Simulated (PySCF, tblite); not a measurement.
One entry of a table of gas-phase calculations, keyed by method. Lists by class give the value and the number of equivalent atoms.

```json
{
 "formula": "C6H14N2",
 "smiles": "C=CCNNCCC",
 "inchi": "InChI=1S/C6H14N2/c1-3-5-7-8-6-4-2/h3,7-8H,1,4-6H2,2H3",
 "charge": 0,
 "multiplicity": 1,
 "geometry_level": "GFN2-xTB",
 "atoms_angstrom": [
  ["C", 4.226, 0.456, 0.203],
  ["C", 3.061, 0.092, 0.704],
  ["C", 1.846, -0.21, -0.111],
  ["N", 0.72, 0.588, 0.376],
  ["N", -0.488, 0.426, -0.331],
  ["C", -1.242, -0.733, 0.116],
  ["C", -2.643, -0.707, -0.49],
  ["C", -3.44, 0.502, -0.019],
  ["H", 4.385, 0.549, -0.859],
  ["H", 5.075, 0.666, 0.831],
  ["H", 2.914, 0.008, 1.772],
  ["H", 1.576, -1.265, 0.023],
  ["H", 2.048, -0.04, -1.184],
  ["H", 0.964, 1.575, 0.346],
  ["H", -0.339, 0.374, -1.345],
  ["H", -1.299, -0.663, 1.204],
  ["H", -0.753, -1.688, -0.141],
  ["H", -2.558, -0.687, -1.58],
  ["H", -3.162, -1.627, -0.214],
  ["H", -4.408, 0.538, -0.513],
  ["H", -3.601, 0.453, 1.055],
  ["H", -2.893, 1.413, -0.243]
 ],
 "electronic_structure_code": "PySCF",
 "results": {
  "GFN2-xTB geometry": {
   "point_group": "C1",
   "rotational_constants_GHz": [8.655, 0.658, 0.644]
  },
  "PBE0/pcSseg-1 ground state and GIAO shieldings, non-relativistic": {
   "dipole_D": 1.47,
   "homo_eV": -6.51,
   "lumo_eV": 0.22,
   "shift_vs_computed_TMS_C_by_class_ppm": [
    [145.5, 1],
    [123.6, 1],
    [60.1, 1],
    [54.5, 1],
    [25.9, 1],
    [13.9, 1]
   ],
   "shift_vs_computed_TMS_H_by_class_ppm": [
    [6.34, 1],
    [5.59, 1],
    [5.38, 1],
    [3.5, 2],
    [3.01, 2],
    [2.86, 1],
    [1.39, 1],
    [1.34, 2],
    [1.21, 3]
   ],
   "shielding_other_nuclei_by_class_ppm": [
    ["N", 160.1, 1],
    ["N", 162.6, 1]
   ],
   "charges_hirshfeld_e_by_atom": [-0.1, -0.04, -0.04, -0.12, -0.12, -0.03, -0.07, -0.12, 0.04, 0.05, 0.05, 0.04, 0.03, 0.1, 0.1, 0.04, 0.02, 0.03, 0.04, 0.04, 0.04, 0.03]
  },
  "GFN2-xTB harmonic vibrations, gas phase": {
   "strongest_ir_bands_cm-1_km_per_mol_modes": [
    [807.6, 56.8, 1],
    [856.6, 62.4, 1],
    [2802.0, 97.2, 1],
    [2819.0, 104.4, 1],
    [3034.4, 53.7, 1],
    [3178.0, 59.7, 1]
   ],
   "zpe_kcal_per_mol": 122.2
  }
 }
}
```

The dipole equals about 4.9 × 10⁻³⁰ C·m (1 D = 3.33564 × 10⁻³⁰ C·m). The zero-point energy, half the sum of the 60 harmonic wavenumbers, equals 42740 cm⁻¹ or 511 kJ/mol. With B = h/(8π²I), that is 505.379 GHz u Å² over I, the principal moments of inertia are 58.4, 767.9 and 784.9 u Å² (most abundant isotopes); the inertial defect Ic − Ia − Ib is -41.4 u Å² (zero for a rigid planar frame, negative otherwise). The rotational constants make it an asymmetric top with κ = (2B − A − C)/(A − C) = -1.00, nearer the prolate limit (−1).

One conformer (not necessarily the lowest) at the GFN2-xTB geometry, without solvent or vibrations. NMR classes are plain means over equivalent atoms (diastereotopic ones count apart unless rotation or inversion swaps them), as if these changed places fast; in this geometry the members of some classes differ.
